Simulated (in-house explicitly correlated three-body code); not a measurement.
Computed with an exponentially correlated three-body code. Model: two electrons around a point charge, non-relativistic, variational in 260 exponentially correlated functions (energies converged to about 1e-7 hartree, or 1e-8 relative for large Z).

For two electrons in a singlet the Kohn-Sham orbital is the square root of half the density, so the exact Kohn-Sham potential and energy parts follow from the density alone, and exchange is minus half the Hartree energy. The Kohn-Sham level equals minus the binding energy of the second electron.

Command:
```bash
python run_hyl.py task.json out
```
Settings (lengths in bohr, energies in hartree):
```
Z                      3.6
interaction_strength   1
functions              260
states_tried           13
```

Run time, properties included: 41 s on 1 thread of AMD EPYC 7R13 Processor (Zen 3) (shared host).

**Those bound S and P states to n = 4 that converged, binding against the one-electron ion.**

Given: nuclear charge 3.6.

Computed: one-electron threshold -6.48 hartree.

```tsv
term	energy (hartree)	binding (eV)	quantum defect
1 1S	-10.8653452	119.33	0.12208
2 3S	-7.47253928	27.008	0.15463
2 1S	-7.37733331	24.418	0.059197
2 3P	-7.36591168	24.107	0.046726
2 1P	-7.31395301	22.693	-0.013203
3 3S	-6.89565835	11.311	0.14839
3 1S	-6.87055518	10.628	0.058173
3 3P	-6.86757634	10.546	0.046889
3 1P	?	?	?
4 3S	-6.70761699	6.1938	0.14649
4 1S	?	?	?
4 3P	-6.69628905	5.8855	0.04687
4 1P	-6.68992186	5.7123	-0.012634
```

(1) What belongs in the row 3 1P?

(2) What belongs in the row 4 1S?

**Converged states only, values per electron or pair.**

| term | mean r (bohr) | mean r squared (bohr²) | mean inverse r (1/bohr) | mean r12 (bohr) | mean inverse r12 (1/bohr) | mean cosine | mean p1 dot p2 (bohr⁻²) | delta r1 (bohr⁻³) | delta r12 (bohr⁻³) |
| --- | --- | --- | --- | --- | --- | --- | --- | --- | --- |
| 1 1S | 0.46582 | 0.29396 | 3.2878 | 0.69758 | 1.9415 | -0.036527 | 0.36779 | 12.301 | 1.0446 |
| 2 3S | ? | ? | ? | ? | ? | ? | ? | ? | - |
| 2 1S | 1.2989 | 2.8879 | 2.1345 | 2.2291 | 0.61349 | -0.013751 | 0.029078 | 7.8796 | 0.13978 |
| 2 3P | 1.1156 | 2.1015 | 2.1362 | 1.8966 | 0.64896 | -0.059733 | -0.52682 | 7.3211 | - |
| 2 1P | ? | ? | ? | ? | ? | ? | ? | ? | ? |
| 3 3S | 2.5607 | 12.681 | 1.953 | 4.7307 | 0.2704 | -0.0033839 | 0.0066883 | 7.5709 | - |
| 3 1S | 2.7062 | 14.291 | 1.9473 | 5.0177 | 0.27969 | -0.0043292 | 0.0086302 | 7.5554 | 0.041007 |
| 3 3P | 2.5316 | 12.567 | 1.9476 | 4.6768 | 0.28792 | -0.015632 | -0.13183 | 7.3982 | - |
| 3 1P | 2.634 | 13.67 | 1.9434 | 4.8711 | 0.28794 | 0.0049504 | 0.1291 | 7.4294 | 0.0084363 |
| 4 3S | 4.4967 | 41.488 | 1.8848 | 8.5908 | 0.15526 | -0.0014213 | 0.0027364 | 7.4846 | - |
| 4 1S | 4.6917 | 45.349 | 1.8825 | 8.9792 | 0.15885 | -0.0018499 | 0.0036262 | 7.4793 | 0.017133 |
| 4 3P | 4.5239 | 42.384 | 1.8826 | 8.647 | 0.16202 | -0.0062992 | -0.052268 | 7.4144 | - |
| 4 1P | 4.66 | 45.069 | 1.8808 | 8.9149 | 0.1622 | 0.0020101 | 0.053558 | 7.4269 | 0.0037048 |

(3) What belongs in the row 2 3S?

(4) What belongs in the row 2 1P?

**Exact Kohn-Sham parts of the ground state from its density.**

Computed: total energy -10.8653452 hartree; Hartree energy 4.0529 hartree; exchange energy -2.0264 hartree; kinetic part of the DFT correlation energy 0.040927 hartree; potential part of the DFT correlation energy -0.084945 hartree; exact minus restricted Hartree-Fock -0.044008 hartree; Kohn-Sham level -119.33 eV; restricted Hartree-Fock level -119.65 eV; dipole polarisability 0.083712 bohr³; C6 of two such species 0.022636 hartree·bohr⁶.

(5) What is the DFT correlation energy?

(6) What is the Kohn-Sham kinetic?

**Density and exact potentials over r, pair density (one pair, times 4 pi r12^2) and exact minus Kohn-Sham pair density over r12.**

```
radius (bohr)  radial density (electrons/bohr)  exchange potential (hartree)  intracule density (1/bohr)  Coulomb hole against Kohn-Sham (1/bohr)  correlation potential (hartree)
       0.0585                          0.69624                        -3.216                    0.046203                                 -0.01291                            -0.04
       0.0681                          0.88137                       -3.1936                    0.062556                                 -0.01682                           -0.036
       0.0791                              1.1                       -3.1654                    0.084164                                 -0.02167                           -0.032
        0.092                           1.3586                       -3.1292                     0.11323                                 -0.02768                           -0.027
        0.107                           1.6538                       -3.0837                     0.15172                                 -0.03489                           -0.021
        0.125                           1.9897                        -3.025                     0.20391                                 -0.04354                           -0.015
        0.145                            2.329                       -2.9561                     0.26845                                  -0.0527                           -0.008
        0.168                           2.6657                       -2.8736                     0.34941                                  -0.0621                                0
        0.196                           2.9919                       -2.7705                     0.45456                                 -0.07125                            0.007
        0.228                           3.2529                       -2.6516                     0.57874                                   -0.078                            0.014
        0.265                            3.419                       -2.5158                     0.72069                                 -0.08056                            0.019
        0.308                            3.459                       -2.3631                     0.87428                                 -0.07686                            0.023
        0.358                           3.3499                       -2.1955                      1.0267                                 -0.06525                            0.024
        0.417                                ?                             ?                           ?                                        ?                                ?
        0.485                            2.675                       -1.8264                      1.2446                                 -0.01896                             0.02
        0.564                           2.1731                       -1.6374                      1.2577                                 0.008704                            0.016
        0.656                            1.634                       -1.4518                      1.1822                                  0.03151                            0.012
        0.763                                ?                             ?                           ?                                        ?                                ?
        0.887                          0.69855                       -1.1115                     0.79297                                  0.04303                            0.005
         1.03                          0.38734                       -0.9645                      0.5486                                  0.03266                            0.003
          1.2                          0.18417                      -0.83115                     0.32562                                  0.01856                            0.002
          1.4                         0.073529                      -0.71366                     0.16151                                 0.007164                            0.001
```

(7) What belongs in the row 0.417?

(8) What belongs in the row 0.763?

## Answers

(1) energy (hartree): -6.8523547; binding (eV): 10.132; quantum defect: -0.012867.

(2) energy (hartree): -6.69750726; binding (eV): 5.9187; quantum defect: 0.057956.

(3) mean r (bohr): 1.2017; mean r squared (bohr²): 2.4143; mean inverse r (1/bohr): 2.1557; mean r12 (bohr): 2.0503; mean inverse r12 (1/bohr): 0.57632; mean cosine: -0.011042; mean p1 dot p2 (bohr⁻²): 0.023873; delta r1 (bohr⁻³): 7.9559.

(4) mean r (bohr): 1.1857; mean r squared (bohr²): 2.4049; mean inverse r (1/bohr): 2.1211; mean r12 (bohr): 1.995; mean inverse r12 (1/bohr): 0.64422; mean cosine: 0.018333; mean p1 dot p2 (bohr⁻²): 0.45389; delta r1 (bohr⁻³): 7.4435; delta r12 (bohr⁻³): 0.025052.

(5) -0.044018 hartree.

(6) 10.824 hartree.

(7) radial density (electrons/bohr): 3.0809; exchange potential (hartree): -2.0137; intracule density (1/bohr): 1.1596; Coulomb hole against Kohn-Sham (1/bohr): -0.04513; correlation potential (hartree): 0.023.

(8) radial density (electrons/bohr): 1.124; exchange potential (hartree): -1.2749; intracule density (1/bohr): 1.0189; Coulomb hole against Kohn-Sham (1/bohr): 0.04366; correlation potential (hartree): 0.008.

The correlation energy of density-functional theory lies 0.0098 millihartree below exact minus Hartree-Fock, because the Hartree-Fock density, unlike the exact one, minimises the Hartree-Fock energy.
